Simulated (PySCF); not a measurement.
# Cl+ (chlorine, charge +1) across methods

[Ne] 3s2 3p4, high-spin 3P determinant. All numbers are calculated (PySCF 2.14, the non-relativistic Hamiltonian (point nucleus), in aug-cc-pV(Q+d)Z).

```csv
method,E (hartree),mean ε 3s β (eV),mean ε 3p α (eV),mean ε 3p β (eV),Σ⟨r²⟩ (bohr²),⟨S²⟩
PBE,-459.4929,-30.373,-20.317,-18.374,20.56,2.004
revPBE,-459.6027,-30.300,-20.304,-18.367,20.55,2.004
LC-wPBE,-459.5571,-35.505,-25.067,-23.050,20.47,2.005
PBE0,-459.5329,-32.273,-22.046,-19.956,20.51,2.005
r2SCAN,-459.6506,-30.542,-20.896,-18.719,20.49,2.007
LDA,-458.1770,-30.587,-20.327,-18.350,20.61,2.002
PBEsol,-458.8044,-30.327,-20.262,-18.271,20.57,2.003
M06,-459.6667,-32.257,-21.773,-19.699,20.42,2.003
```

Estimate the same row for UHF.

E (hartree) = -459.05686; mean ε 3s β (eV) = -36.608; mean ε 3p α (eV) = -26.357; mean ε 3p β (eV) = -23.659; Σ⟨r²⟩ (bohr²) = 20.64; ⟨S²⟩ = 2.011.
